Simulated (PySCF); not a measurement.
Ligands exchanged one at a time, Ga F-H. Isolated molecules, 0 K electronic values unless said otherwise. Strings in code marks are SMILES.

The HOMO from two functionals at the same geometries (B3LYP-D3(BJ)/def2-TZVP), both in PySCF: PBE-D3(BJ)/def2-TZVP and B3LYP-D3(BJ)/def2-TZVP. B3LYP has the VWN-RPA correlation part, as in Gaussian. 

| species | PBE-D3(BJ)/def2-TZVP (eV) | B3LYP-D3(BJ)/def2-TZVP (eV) |
|---|---|---|
| 1 of 3 F replaced by H (`[F][GaH][F]`) | -8.70 | -10.18 |
| 2 of 3 F replaced by H (`[F][GaH2]`) | -7.55 | -8.80 |
| 3 of 3 F replaced by H (`[GaH3]`) | -7.34 | -8.41 |

Over these rows, drawn at random from the members with no instability flagged (it was tested for open shells, ions and some series alone), PBE minus B3LYP-D3(BJ): mean +1.26 eV, from +1.07 eV to +1.48 eV.
